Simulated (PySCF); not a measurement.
ethynylcyclobutane (C6H8), SMILES C1C(CC1)C#C.

Geometry: B3LYP-D3(BJ)/def2-SVP.

These are ωB97X/def2-TZVP (PySCF) values and carry that method's errors.

Gas-phase values at a fixed geometry.

```json
{
  "total_energy": "-233.37458 hartree",
  "point_group": "Cs",
  "highest_occupied_level": "-9.89 eV",
  "lowest_empty_level": "2.98 eV",
  "orbital_gap": "12.87 eV",
  "dipole_moment": "0.88 D",
  "quadrupole, principal values (traceless, Buckingham form, about the centre of nuclear charge)": "-2.61, -1.68, 4.28 D·Å",
  "mean_static_polarisability": "66.6 bohr³ (9.87 Å³)",
  "polarisability_principal_values": "53.4, 57.6, 88.9 bohr³"
}
```
